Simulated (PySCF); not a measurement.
How exact exchange moves a shielding

Molecule: `C[C@@H]1C=C1O[SiH3]`, C4H8OSi.

Mapped SMILES: `[CH3:1][C@@H:2]1[CH:3]=[C:4]1[O:5][SiH3:6]`; H(Xn) means a hydrogen on atom n.

GIAO shieldings (ppm, equivalent atoms averaged) in PySCF on the PBE0-D3(BJ)/def2-SVP geometry, basis pcSseg-1, gas phase, non-relativistic:

```tsv
functional	exact exchange (%)	σ(C2)	σ(O5)	σ(Si6)
BLYP	0	147.6	229.0	356.0
BP86	0	152.2	233.0	359.6
PBE	0	152.6	233.1	360.7
B3LYP	20	154.2	241.0	368.4
PBE0	25	160.2	247.1	376.6
BHandHLYP	50	162.6	256.3	388.4
HF	100	175.2	277.9	425.5
```

Question: Fit each shielding as a line in the percentage of exact exchange.

Answer: σ(C2) = 151.0 + 0.24 x (rms 2.0 ppm); σ(O5) = 232.4 + 0.46 x (rms 1.8 ppm); σ(Si6) = 358.1 + 0.66 x (rms 2.2 ppm). The functionals also differ in their semilocal parts, which the line can't hold; Hartree–Fock has no correlation at all.

Question: What does the line predict for mPW1PW91 (25 %), and what does the run give?

Answer: σ(C2): 157.0 predicted, 159.4 computed; σ(O5): 243.9 predicted, 246.7 computed; σ(Si6): 374.6 predicted, 375.4 computed ppm.
